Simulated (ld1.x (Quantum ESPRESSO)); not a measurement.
**Transferability test, TM potential for bismuth**

* Element: Bi
* Generator: ld1.x (Quantum ESPRESSO) 7.5
* Type: norm-conserving Troullier–Martins (Kleinman–Bylander form)
* Functional: PBEsol
* Relativity: scalar-relativistic
* Frozen core: [Xe] 4f14 5d10
* Valence charge: 5
* Reference configuration: 6s2 6p2.5 (charge +0.5)
* Partial waves: 6s (bound): rc 1.90 bohr; 6p (bound): rc 2.30 bohr
* Local potential: all-electron potential smoothed inside 1.65 bohr (lloc = -2)
* Core correction: Bessel-smoothed model core inside 1.25 bohr

Energies are relative to the spin-unpolarised reference configuration 6s2 6p2.5; without spin polarisation the order of configurations can differ from experiment. The frozen-core shift is the all-electron ΔE with the core orbitals held at their reference shape minus the fully relaxed ΔE.

```csv
valence configuration,charge,ΔE all-electron (eV),error AE − PS (meV),frozen-core shift (meV)
6s2 6p3,0,-3.113,+0.6,+0.7
6s2 6p1,+2,20.126,-46,+67
6s2 6p0,+3,43.483,-196,+270
6s1 6p0,+4,88.961,-718,+990
6s1 6p4,0,7.003,-23,+18
```

Problem. What are ΔE and the potential's error for 6s0 6p5?

Solution. ΔE = 17.461 eV all-electron; the error (AE − PS) is -103 meV.

Problem. What are ΔE and the potential's error for 6s2 6p2?

Solution. ΔE = 4.836 eV all-electron; the error (AE − PS) is -4.2 meV.

Levels in the configuration 6s2 6p3:

| level | all-electron (eV) | pseudo (eV) |
| --- | --- | --- |
| 6s | -14.535 | -14.528 |
| 6p | -4.597 | -4.595 |

Note: ghost state, extra bound levels that the all-electron valence spectrum of the same l lacks: d at -7.9 eV. A true bound ghost makes a file unfit for plane-wave use.
